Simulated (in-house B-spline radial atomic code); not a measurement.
RPA and G0W0 for Zn⁺, [Ar] 3d10 4s1, highest spin, as one setting changes: the highest l of the empty states. Start: PBE. A dash marks a level of low quasi-particle weight. Computed with a B-spline radial code for spherical atoms: all electrons, scalar-relativistic (spin-free one-electron X2C), finite nucleus, each spin shell either full or empty, empty states to the listed l with an (l + 1/2)⁻⁴ tail; G0W0 by contour deformation at full frequency.

RPA overbinds a lone outer s electron by self-correlation, and G0W0 tends to as well.

```csv
highest l of the empty states,RPA summed (Eh),RPA extrapolated (Eh),G0W0 level (eV)
4,-2.007,-2.2559,4s up -18.728
5,?,?,?
6,-2.1669,-2.2562,4s up -18.729
7,-2.1942,-2.2501,4s up -18.725
8,-2.2092,-2.2448,4s up -18.724
9,?,?,?
10,-2.2237,-2.2406,4s up -18.722
11,-2.2273,-2.2397,4s up -18.722
```

Question: What belongs in the row for 5?

Answer: RPA summed (Eh): -2.1149; RPA extrapolated (Eh): -2.2652; G0W0 level (eV): 4s up -18.739.

Question: What belongs in the row for 9?

Answer: RPA summed (Eh): -2.2181; RPA extrapolated (Eh): -2.2421; G0W0 level (eV): 4s up -18.723.
